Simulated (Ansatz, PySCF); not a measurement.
Gas-phase reaction (SMILES): CN(C)[Si](Cl)(Cl)Cl + 2 N (NH3) + 3 [SiH4] (SiH4) -> 2 CN (CH5N) [methanamine] + N[SiH3] + 3 [SiH3]Cl; bond separation energy.

Geometries: B3LYP-D3(BJ)/def2-TZVP minima from Ansatz (a quantum-chemistry and plane-wave program), one conformer each, not searched for the lowest. Valence correlation only, unless marked. No spin-orbit coupling. Non-relativistic. CBS marks a two-point X^-3 extrapolation of the correlation energy; Hartree-Fock from the larger set. [CCSD(T)-MP2]/basis is that difference in the basis named. Thermal terms are rigid-rotor harmonic-oscillator values from B3LYP-D3(BJ) frequencies (Ansatz or PySCF) at 298.15 K and 1 atm. 1 Eh = 627.5095 kcal/mol.

```json
[
 {"species": "CN(C)[Si](Cl)(Cl)Cl", "E, RI-MP2/CBS(aug-cc-pV(T+d)Z,aug-cc-pV(Q+d)Z)+[CCSD(T)-MP2]/aug-cc-pV(T+d)Z (Ansatz) (Eh)": "-1803.00613", "E, PBE-D3(BJ)/def2-TZVPD (Ansatz + dftd3) (Eh)": "-1804.08172", "H - E (Eh)": "0.09934"},
 {"species": "CN (CH5N)", "E, RI-MP2/CBS(aug-cc-pV(T+d)Z,aug-cc-pV(Q+d)Z)+[CCSD(T)-MP2]/aug-cc-pV(T+d)Z (Ansatz) (Eh)": "-95.75128", "E, PBE-D3(BJ)/def2-TZVPD (Ansatz + dftd3) (Eh)": "-95.76899", "H - E (Eh)": "0.06816"},
 {"species": "N (NH3)", "E, RI-MP2/CBS(aug-cc-pV(T+d)Z,aug-cc-pV(Q+d)Z)+[CCSD(T)-MP2]/aug-cc-pV(T+d)Z (Ansatz) (Eh)": "-56.50756", "E, PBE-D3(BJ)/def2-TZVPD (Ansatz + dftd3) (Eh)": "-56.51114", "H - E (Eh)": "0.03799"},
 {"species": "N[SiH3]", "E, RI-MP2/CBS(aug-cc-pV(T+d)Z,aug-cc-pV(Q+d)Z)+[CCSD(T)-MP2]/aug-cc-pV(T+d)Z (Ansatz) (Eh)": "-346.80157", "E, PBE-D3(BJ)/def2-TZVPD (Ansatz + dftd3) (Eh)": "-347.07383", "H - E (Eh)": "0.05540"},
 {"species": "[SiH3]Cl", "E, RI-MP2/CBS(aug-cc-pV(T+d)Z,aug-cc-pV(Q+d)Z)+[CCSD(T)-MP2]/aug-cc-pV(T+d)Z (Ansatz) (Eh)": "-750.69218", "E, PBE-D3(BJ)/def2-TZVPD (Ansatz + dftd3) (Eh)": "-751.21200", "H - E (Eh)": "0.03058"},
 {"species": "[SiH4] (SiH4)", "E, RI-MP2/CBS(aug-cc-pV(T+d)Z,aug-cc-pV(Q+d)Z)+[CCSD(T)-MP2]/aug-cc-pV(T+d)Z (Ansatz) (Eh)": "-291.46108", "E, PBE-D3(BJ)/def2-TZVPD (Ansatz + dftd3) (Eh)": "-291.72290", "H - E (Eh)": "0.03520"}
]
```

**Question.** Work out ΔE and ΔH at 298.15 K at the first level, then ΔH at the second.

**Answer.** 
1. ΔE = [2×(-95.75128) + (-346.80157) + 3×(-750.69218)] - [(-1803.00613) + 2×(-56.50756) + 3×(-291.46108)] = 0.02382 Eh = 14.9 kcal/mol at RI-MP2/CBS(aug-cc-pV(T+d)Z,aug-cc-pV(Q+d)Z)+[CCSD(T)-MP2]/aug-cc-pV(T+d)Z.
2. The terms H - E add up to 0.00254 Eh, so ΔH = (0.02382 + (0.00254))×627.5095 = 16.5 kcal/mol.
3. At PBE-D3(BJ)/def2-TZVPD the same steps give ΔE = 15.6 and ΔH = 17.2 kcal/mol, a shift of +0.7 from the first level.
4. These values are not checked against measurement here, since the tables used lack a sound gas-phase enthalpy of formation for at least one species.
